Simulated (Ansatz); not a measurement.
Gas-phase electronic energies from Ansatz, PBE0-D4/def2-TZVP geometries. CCSD(T)/CBS is the MP2 limit (def2-TZVPP, def2-QZVPP) plus CCSD(T) − MP2 in def2-TZVPP, frozen cores. DFT in def2-TZVPP. B3LYP here is the variant with VWN-RPA as its local correlation; programs differ in this. For Ge, Se outer-core shells are correlated without core-valence functions, which leaves a few kJ/mol of doubt a bond. Scalar relativity is left out up to krypton. One conformer a species, not always the lowest.

Consider the isomerisation: `Cl[CH2][GeH2][SeH]` → `[CH3][GeH]([Cl])[SeH]`.

(1) Is it downhill or uphill in electronic energy at CCSD(T)/CBS, and by how much? (Estimate.)

(2) What do these levels give: r2SCAN-D4, ωB97X-V, ωB97M-V, PBE, PBE0, B3LYP, MP2/def2-TZVPP, CCSD/def2-TZVPP, CCSD(T)/def2-TZVPP, HF/def2-QZVPP, HF/CBS(def2), CCSD/CBS(def2)? (Estimate.)

Largest T1 diagnostic among the species: 0.010.

## Answers

(1) The calculation gave: Downhill: ΔE = -161.2 kJ/mol.

(2) Computed: r2SCAN-D4 -166.5, ωB97X-V -161.1, ωB97M-V -162.9, PBE -158.1, PBE0 -162.4, B3LYP -162.6, MP2/def2-TZVPP -168.0, CCSD/def2-TZVPP -163.5, CCSD(T)/def2-TZVPP -162.4, HF/def2-QZVPP -171.5, HF/CBS(def2) -171.4, CCSD/CBS(def2) -162.3 kJ/mol.

From PBE to PBE0 (25 % exact exchange), in def2-TZVPP and without D4, ΔE moves by −4.3 kJ/mol. In def2-TZVPP, CCSD(T) changes the Hartree–Fock value by +9.4 kJ/mol (the triples alone add +1.1 kJ/mol) and MP2 by +3.7 kJ/mol.
